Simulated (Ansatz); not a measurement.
```xyz
16

C     1.4000    0.0000    0.0000
C     0.7000    1.2124    0.0000
C    -0.7000    1.2124    0.0000
C    -1.4000    0.0000    0.0000
C    -0.7000   -1.2124    0.0000
C     0.7000   -1.2124    0.0000
C     2.8100    0.0000    0.0000
H     3.3600    0.9300    0.0000
H     3.3600   -0.9300    0.0000
H     1.2425    2.1521    0.0000
C    -1.4050    2.4335    0.0000
H    -2.4854    2.4449    0.0000
H    -0.8746    3.3748    0.0000
H    -2.4850    0.0000    0.0000
H    -1.2425   -2.1521    0.0000
H     1.2425   -2.1521    0.0000
```

Basis set: def2-SVP. Charge 0. Computed with Ansatz (development build ahead of 0.2.0); the lowest solution found for each multiplicity.

Task: How do the multiplicities compare at this shape? Give, from the lowest of each method, PBE0 (unrestricted) for 1, 3; PBE0 (restricted) for 1, 3; HF (unrestricted) for 1, 3; HF (restricted) for 1, 3.

Result:

| method | multiplicity | E (eV) | <S²> |
| --- | --- | --- | --- |
| PBE0, unrestricted | 1 | 0.304 | 1.01 |
| PBE0, unrestricted | 3 | 0.000 | 2.09 |
| PBE0, restricted | 1 | 1.432 | 0.00 |
| PBE0, restricted | 3 | 0.000 | 2.00 |
| HF, unrestricted | 1 | 1.073 | 1.27 |
| HF, unrestricted | 3 | 0.000 | 2.61 |
| HF, restricted | 1 | 2.797 | 0.00 |
| HF, restricted | 3 | 0.000 | 2.00 |

Caution for PBE0, unrestricted, HF, unrestricted: the unrestricted determinant is a mixture of spin states. Caution for PBE0, restricted, HF, restricted: an unrestricted determinant lies well below. Caution for HF, unrestricted: the unrestricted determinant is spin contaminated.
